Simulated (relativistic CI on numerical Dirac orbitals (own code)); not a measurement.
**Level scheme of W65+**

Computed by Dirac-Coulomb-Breit CI, separate exchange-only KLI orbitals for each configuration, a model potential for QED, unscaled Slater integrals (own radial code, finite nucleus).

Configuration list (outside the closed core 1s2): 2s2 2p5, 2s 2p6, 2p6 3s, 2s2 2p4 3s, 2p6 3p, 2p6 3d, 2s2 2p4 3p, 2s2 2p4 3d, 2s 2p5 3s, 2s 2p5 3p, 2s 2p5 3d, 2s2 2p4 4s, 2s2 2p4 4p, 2s2 2p4 4d, 2s2 2p4 4f, 2s2 2p3 3s2, 2s 2p5 4s, 2s2 2p3 3s 3p, 2s 2p5 4p, 2s2 2p4 5s, 2s2 2p4 5p, 2s2 2p3 3s 3d, 2s 2p5 4d, 2s2 2p3 3p2, 2s2 2p4 5d, 2s2 2p4 5f, 2s 2p5 4f, 2s2 2p4 5g, 2s2 2p3 3p 3d, 2s 2p4 3s2, 2s2 2p3 3d2, 2s 2p4 3s 3p, 2s 2p4 3s 3d, 2s 2p4 3p2, 2s 2p5 5s, 2s 2p4 3p 3d. Levels of other configurations are missing.

The lowest level is 2s2 2p5 2P°_3/2, with 100 % of that term; Hund's rules for 2s2 2p5 give 2P° with J = 3/2, in agreement.

| No. | Configuration | Term | J | E (10³ cm⁻¹) | % | Landé g | Lifetime (s) | jj configuration (%) |
| --- | --- | --- | --- | --- | --- | --- | --- | --- |
| 1 | 2s2 2p5 | 2P° | 3/2 | 0.0 | 100 | 1.299 |  | 2p3/2^3 (100) |
| 2 | 2s2 2p5 | 2P° | 1/2 | 11212.1 | 100 | 0.617 | 4.12e-11 | 2p1/2 2p3/2^4 (100) |
| 3 | 2s 2p6 | 2S | 1/2 | 15083.3 | 100 | 1.953 | 4.48e-14 | 2s (100) |
| 4 | 2s2 2p4 3s | 4P | 5/2 | 68163.1 | 68 | 1.441 | 2.58e-14 | 2p3/2^2 3s (100) |
| 5 | 2s2 2p4 3s | 2P | 3/2 | 68252.6 | 56 | 1.169 | 4.28e-15 | 2p3/2^2 3s (100) |
| 6 | 2s2 2p4 3s | 2S | 1/2 | 68691.0 | 65 | 1.986 | 8.61e-15 | 2p3/2^2 3s (100) |
| 7 | 2s2 2p4 3p | 4P° | 3/2 | 69265.6 | 31 | 1.440 | 1.70e-12 | 2p3/2^2 3p1/2 (100) |
| 8 | 2s2 2p4 3p | 2D° | 5/2 | 69281.6 | 37 | 1.176 | 5.81e-13 | 2p3/2^2 3p1/2 (100) |
| 9 | 2s2 2p4 3p | 2P° | 1/2 | 69765.2 | 73 | 0.647 | 7.06e-13 | 2p3/2^2 3p1/2 (100) |
| 10 | 2s2 2p4 3p | 2D° | 5/2 | 72411.3 | 51 | 1.309 | 4.84e-13 | 2p3/2^2 3p3/2 (100) |
| 11 | 2s2 2p4 3p | 4D° | 7/2 | 72411.5 | 68 | 1.311 | 4.82e-13 | 2p3/2^2 3p3/2 (100) |
| 12 | 2s2 2p4 3p | 2P° | 1/2 | 72418.9 | 51 | 1.280 | 4.94e-13 | 2p3/2^2 3p3/2 (100) |
| 13 | 2s2 2p4 3p | 2P° | 3/2 | 72809.2 | 47 | 1.309 | 2.63e-13 | 2p3/2^2 3p3/2 (100) |
| 14 | 2s2 2p4 3p | 2P° | 3/2 | 73019.2 | 70 | 1.314 | 5.22e-13 | 2p3/2^2 3p3/2 (100) |
| 15 | 2s2 2p4 3d | 4D | 3/2 | 73599.4 | 32 | 1.177 | 4.15e-14 | 2p3/2^2 3d3/2 (100) |
| 16 | 2s2 2p4 3d | 4D | 5/2 | 73618.3 | 35 | 1.146 | 1.34e-14 | 2p3/2^2 3d3/2 (98) |
| 17 | 2s2 2p4 3d | 2F | 7/2 | 73623.9 | 38 | 1.086 | 8.46e-13 | 2p3/2^2 3d3/2 (100) |
| 18 | 2s2 2p4 3d | 4P | 1/2 | 73648.4 | 51 | 1.685 | 2.88e-15 | 2p3/2^2 3d3/2 (99) |
| 19 | 2s2 2p4 3d | 2D | 3/2 | 74113.3 | 69 | 0.821 | 1.52e-13 | 2p3/2^2 3d3/2 (97) |
| 20 | 2s2 2p4 3d | 2F | 7/2 | 74332.3 | 50 | 1.232 | 4.18e-12 | 2p3/2^2 3d5/2 (100) |
| 21 | 2s2 2p4 3d | 4F | 9/2 | 74337.4 | 68 | 1.239 | 7.86e-12 | 2p3/2^2 3d5/2 (100) |
| 22 | 2s2 2p4 3d | 2P | 1/2 | 74452.5 | 61 | 1.171 | 1.28e-15 | 2p3/2^2 3d5/2 (99) |
| 23 | 2s2 2p4 3d | 2D | 5/2 | 74649.8 | 51 | 1.197 | 6.20e-16 | 2p3/2^2 3d5/2 (99) |
| 24 | 2s2 2p4 3d | 2P | 3/2 | 74660.6 | 48 | 1.187 | 5.04e-16 | 2p3/2^2 3d5/2 (97) |
| 25 | 2s2 2p4 3d | 2D | 5/2 | 74945.3 | 70 | 1.184 | 9.16e-16 | 2p3/2^2 3d5/2 (99) |
| 26 | 2s2 2p4 3s | 4P | 3/2 | 79429.6 | 87 | 1.649 | 4.46e-14 | 2p1/2 2p3/2^3 3s (100) |
| 27 | 2s2 2p4 3s | 2P | 1/2 | 79508.6 | 66 | 1.300 | 4.73e-15 | 2p1/2 2p3/2^3 3s (100) |
| 28 | 2s2 2p4 3s | 2D | 5/2 | 79593.3 | 68 | 1.293 | 2.36e-14 | 2p1/2 2p3/2^3 3s (100) |
| 29 | 2s2 2p4 3s | 2D | 3/2 | 79644.3 | 66 | 0.940 | 5.60e-15 | 2p1/2 2p3/2^3 3s (100) |
| 30 | 2s2 2p4 3p | 4P° | 1/2 | 80491.5 | 51 | 1.766 | 1.01e-11 | 2p1/2 2p3/2^3 3p1/2 (100) |

Energies count from the lowest computed level; ° marks odd parity; lifetimes are radiative, by E1, M1, E2, M2 decay to levels of this space only. Filled j subshells are mostly left out of the jj labels.

The mean weight of the leading LS term, summed over parents, in these 30 levels is 61 %, and that of the leading jj configuration (from the same eigenvectors) 100 %, so jj coupling describes them better and the LS labels are nominal.

At this charge energies of transitions that change n are usually good to better than 1 %, and those within a shell (Δn = 0) to a few per cent.

LS names give the leading component of a level, which can be under half, so a name can repeat, a term be missing and a line seem to break the LS rules.
